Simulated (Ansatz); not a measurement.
Isolated molecules relaxed with PBE0-D4/def2-TZVP in Ansatz; ΔE leaves out vibrations. CCSD(T)/CBS is the MP2 limit (def2-TZVPP, def2-QZVPP) plus CCSD(T) − MP2 in def2-TZVPP, frozen cores. This one scheme is used for every species. Functionals use def2-TZVPP. B3LYP here is the variant with VWN-RPA as its local correlation; programs differ in this. For Se outer-core shells are correlated without core-valence functions, which leaves a few kJ/mol of doubt a bond. Scalar relativity is left out up to krypton. Each species was taken in one conformer, which may not be the lowest.

`O[SiH]([SiH3])[SiH3]` + H₂Se → `O[SiH]([SiH3])[SeH]` + SiH₄  (cleavage of the Si–Si bond)

Problem. Is it downhill or uphill in electronic energy at CCSD(T)/CBS, and by how much? (An estimate is asked.)

Solution. Ansatz gave: Downhill: ΔE = -78.4 kJ/mol.

Problem. What do these levels give: PBE-D4, r2SCAN-D4, B2PLYP, PBE0, B3LYP, MP2/CBS(def2)? (Best estimate.)

Solution. The calculation gave: PBE-D4 -67.3, r2SCAN-D4 -74.6, B2PLYP -77.7, PBE0 -69.5, B3LYP -72.7, MP2/CBS(def2) -89.3 kJ/mol.

Largest T1 diagnostic among the species: 0.013.
